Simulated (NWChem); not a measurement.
## Total energies of F2Ge

```
Ge
F 1 1.7471
F 1 1.7471 2 97.20
```
Charge 0, spin multiplicity 1.

Program: NWChem. Structure: optimised with PBE0/def2-SVP, a minimum by its harmonic frequencies.

Basis set: 6-311G** (80 functions).

```tsv
method	total energy (Ha)
RHF	-2274.32252
MP2	-2274.96169
B2PLYP	-2276.28112
PBE	-2276.28524
B3LYP	-2276.82892
BLYP	-2276.84246
CCSD(T)	-2274.97341
```

Total energies of different functionals aren't comparable as a measure of quality: only differences taken within one method are. 

The Hamiltonian is non-relativistic. The correlated methods keep 11 core orbitals frozen. B3LYP has NWChem's definition, with VWN1-RPA local correlation. The Pople sets run with spherical d functions. The structure started from a generated list of species. No row is a measurement; the coupled-cluster row has its own basis-set and correlation limits.
